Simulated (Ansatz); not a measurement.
One geometry of `CO[SiH](O)Cl`, several functionals.

```yaml
crystal:
  periodic: [false, false, false]
  atoms:
    - {symbol: C, position_ang: [-0.711731, -1.479424, 0.014204]}
    - {symbol: O, position_ang: [0.172600, -0.622025, 0.708066]}
    - {symbol: Si, position_ang: [0.752315, 0.771154, 0.127169]}
    - {symbol: O, position_ang: [-0.514090, 1.684143, -0.345808]}
    - {symbol: Cl, position_ang: [1.789468, 1.663694, 1.642097]}
    - {symbol: H, position_ang: [-0.923214, -2.333156, 0.658570]}
    - {symbol: H, position_ang: [-1.649944, -0.969735, -0.220831]}
    - {symbol: H, position_ang: [-0.263235, -1.846147, -0.915184]}
    - {symbol: H, position_ang: [1.697915, 0.563940, -0.990437]}
    - {symbol: H, position_ang: [-0.350075, 2.567556, -0.677866]}
basis:
  gaussian: {orbitals: def2-TZVPP}
hamiltonian: {xc: pbe, dispersion: d4}
output: {forces: true, orbitals: {seedname: orbitals}}
```

```sh
$ ansatz run in.yaml --threads 2 --pin off --events-out ev --progress --plain --max-ram 22528MiB --backend cpu
```

Shortened log:

```
Functional definition: PBE
1359 factors; their error is unknown
mean field evaluation 1: about -25591.8011 eV, gradient 8.5e1 eV
mean field evaluation 2: about -25539.8934 eV, gradient 1.8e2 eV
mean field evaluation 4: about -25604.2275 eV, gradient 1.2e1 eV
mean field evaluation 8: about -25604.5177 eV, gradient 9.9e-2 eV
mean field evaluation 16: about -25604.4773 eV, gradient 2.8e-4 eV
mean field -25604.47726586 eV, -940.9471841822 hartree, gradient 3.9e-5 eV, S^2 0.000000; 0 other end points of the search recorded, 0 dependent functions left out
reference -25604.47730919 eV, -940.9471857746 hartree; 29, 29 occupied and 218, 218 virtual orbitals, 1359 factors
Total energy: -25604.69759127 eV, -940.9552809918 hartree
Atom 0 at    -0.711731    -1.479424     0.014204 Å, force    -0.136770    -0.136162    -0.114849 eV/Å
Atom 1 at     0.172600    -0.622025     0.708066 Å, force     0.110392    -0.176288     0.459885 eV/Å
Atom 2 at     0.752315     0.771154     0.127169 Å, force     0.383670     0.121476    -0.128915 eV/Å
Atom 3 at    -0.514090     1.684143    -0.345808 Å, force    -0.515213    -0.105612    -0.013184 eV/Å
Atom 4 at     1.789468     1.663694     1.642097 Å, force     0.168134     0.120131     0.237307 eV/Å
Atom 5 at    -0.923214    -2.333156     0.658570 Å, force    -0.058165    -0.194660     0.128160 eV/Å
Atom 6 at    -1.649944    -0.969735    -0.220831 Å, force    -0.215438     0.086951    -0.061623 eV/Å
Atom 7 at    -0.263235    -1.846147    -0.915184 Å, force     0.076792    -0.094160    -0.208784 eV/Å
Atom 8 at     1.697915     0.563940    -0.990437 Å, force     0.122493    -0.037904    -0.139022 eV/Å
Atom 9 at    -0.350075     2.567556    -0.677866 Å, force     0.064105     0.416230    -0.158975 eV/Å
Dipole moment:    -0.172216     0.008573    -0.400903 e Å
```

It took 3.3 s on 2 threads of an AMD EPYC 7R13 on a shared host, with 0.37 GiB of host memory at the peak.

The same input with `hamiltonian: {xc: {name: B2PLYP}}` and no forces (abridged; 7 s):

```
Functional definition: B2PLYP
mean field evaluation 16: about -25600.8751 eV, gradient 5.2e-5 eV
mean field -25600.87508353 eV, -940.8148064233 hartree, gradient 3.9e-6 eV, S^2 0.000000
13 core orbitals not correlated: weight in the atoms' cores, before any rotation towards them, 1.000 or more for the frozen orbitals, at most 0.000 for the correlated occupied ones
second order -31.33950700 eV of doubles, -0.00000000 eV of singles
Total energy: -25609.33692769 eV, -941.1257734606 hartree
```

The same input with `hamiltonian: {xc: {name: B3LYP}, dispersion: d4}` (abridged; 7.5 s):

```
Functional definition: B3LYP
mean field evaluation 16: about -25620.7503 eV, gradient 2.3e-4 eV
mean field -25620.75027749 eV, -941.5452063295 hartree, gradient 2.3e-5 eV, S^2 0.000000
Total energy: -25621.10613990 eV, -941.5582840320 hartree
Atom 0 force    -0.253088    -0.278266    -0.139303 eV/Å
Atom 1 force     0.130707     0.084931     0.137015 eV/Å
Atom 2 force     0.179197    -0.061649    -0.164461 eV/Å
Atom 3 force    -0.084918     0.081101    -0.051323 eV/Å
Atom 4 force     0.119395     0.106194     0.166703 eV/Å
Atom 5 force     0.003258     0.040056    -0.044877 eV/Å
Atom 6 force     0.047082    -0.036831     0.009808 eV/Å
Atom 7 force    -0.027881     0.014611     0.044068 eV/Å
Atom 8 force    -0.067815     0.005760     0.063554 eV/Å
Atom 9 force    -0.045938     0.044093    -0.021185 eV/Å
Dipole moment:    -0.165903     0.003205    -0.425405 e Å
```

B3LYP takes the VWN-RPA correlation (the form of Gaussian; ORCA's B3LYP/G).
